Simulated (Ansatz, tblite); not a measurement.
Forces on Al12 (relaxed from a model of Al12 flat piece, whose bonding it doesn't keep) at its PBE-D4/def2-SVP geometry. Charge 0, multiplicity 1.

The xTB rows come from tblite. The restricted singlet is unstable towards broken spin symmetry in Hartree–Fock (as tested in another run); at PBE0-D4/def2-TZVP this wasn't settled.

GFN1-xTB (tblite), largest force 1.24 eV/Å:

```xyz
12
positions Å, forces eV/Å
Al   -1.331    0.445    2.930   -0.797   -0.025    0.950
Al    0.659    1.303    1.204    0.119    0.329    0.710
Al   -1.997    0.413    0.485   -1.135    0.248    0.103
Al   -2.857   -0.053   -1.915   -0.520    0.229   -0.273
Al    1.013   -0.038    3.613    0.419   -0.084    0.708
Al   -0.021   -1.367    1.237    0.407   -0.460    0.587
Al   -0.213    1.456   -1.194   -0.010    0.349   -0.705
Al   -0.969    0.308   -3.609   -0.421    0.055   -0.710
Al    2.689   -0.970    1.912    0.549    0.049    0.266
Al    2.026   -0.232   -0.486    1.158   -0.120   -0.098
Al   -0.407   -1.292   -1.246   -0.525   -0.305   -0.585
Al    1.408    0.027   -2.930    0.755   -0.264   -0.953
```

GFN2-xTB (tblite), largest force 1.22 eV/Å:

```
Al -0.112 0.230 -0.212
Al -0.130 -0.287 0.793
Al 0.539 -0.321 -0.417
Al 0.631 -0.125 0.307
Al 0.402 -0.341 -0.078
Al 0.354 0.128 1.160
Al -0.133 0.152 -0.930
Al -0.503 0.018 -0.072
Al -0.564 0.232 -0.269
Al -0.211 -0.149 0.434
Al -0.293 0.539 -0.938
Al 0.017 -0.079 0.222
```

PBE0-D4/def2-TZVP (Ansatz), largest force 0.21 eV/Å:

```
Al 0.157 -0.058 -0.106
Al -0.054 -0.141 -0.078
Al 0.115 0.000 -0.003
Al 0.067 0.017 -0.020
Al -0.098 0.022 -0.178
Al -0.009 0.135 -0.145
Al 0.003 -0.159 0.075
Al 0.106 -0.008 0.176
Al -0.057 0.042 0.017
Al -0.102 0.032 0.012
Al 0.043 0.124 0.141
Al -0.170 -0.006 0.108
```
